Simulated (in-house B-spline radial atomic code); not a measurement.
Ga²⁺: [Ne] 3s2 3p5 3d10 4s1 5s1 (an excited or competing configuration)

All numbers are computed (non-relativistic r2SCAN0, spin-polarised, spherical fractional occupations; point nucleus) with an all-electron radial atomic-structure program (B-spline basis), not measured.

Screening seen three ways: the hydrogenic charge with the same mean radius, Z_r = [3n² - l(l+1)]/(2<r>), the one with the same energy, Z_e = n√(-2ε), and Slater's rules. Values are occupation-weighted means over spin.

```tsv
shell	electrons	ε (eV)	<r> (bohr)	Z_r	Z_e	Slater
1s	2	-10211	0.04943	30.35	27.39	30.70
2s	2	-1299.9	0.221	27.15	19.55	26.85
2p	6	-1153.8	0.1921	26.03	18.42	26.85
3s	2	-190.91	0.6562	20.57	11.24	20.10
3p	5	-142.11	0.6752	18.51	9.70	20.10
3d	10	-59.402	0.745	14.09	6.27	10.85
4s	1	-34.47	1.932	12.42	6.37	6.55
5s	1	-12.781	4.468	8.39	4.85	3.15
```

The least bound orbital is 5s up at -12.78 eV, and it is also the most diffuse (<r> = 4.468 bohr). The part-filled 3p shell lies below the filled 3d shell in orbital energy.

Caution: exact exchange at fractional occupations of open shells leaves self-interaction of up to several eV.
